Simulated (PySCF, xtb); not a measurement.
SiOF₂, SMILES O=[Si](F)F.

GFN2-xTB (xtb 6.7.1) at its own geometry gives an orbital gap of 6.74 eV and a dipole moment of 1.75 D.

Geometry: B3LYP-D3(BJ)/def2-TZVP.

What does PBE/def2-TZVPD (PySCF) give? (An estimate is asked for; the answer gives what the named calculation found.)

gap 4.55 eV (levels -7.81 and -3.26 eV), dipole 2.22 D.
